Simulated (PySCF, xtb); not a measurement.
C₃H₂F₃, SMILES [C](F)(C(=C)F)F (connectivity only; charge and spin as stated), charge +1, multiplicity 1.

GFN2-xTB run with xtb 6.7.1 at its own geometry gives an orbital gap of 1.98 eV.

Geometry: PBE0-D3(BJ)/def2-SVP. The multiplicity is an assumed one; no other spin state was optimised. The isomer is the one that the SMILES or the coordinates give; other isomers of the formula were not compared. Other conformers were not sampled.

What does ωB97X/def2-TZVP (PySCF) give? (An estimate is asked for; the answer gives what the named calculation found.)

gap 9.56 eV (levels -17.32 and -7.76 eV).
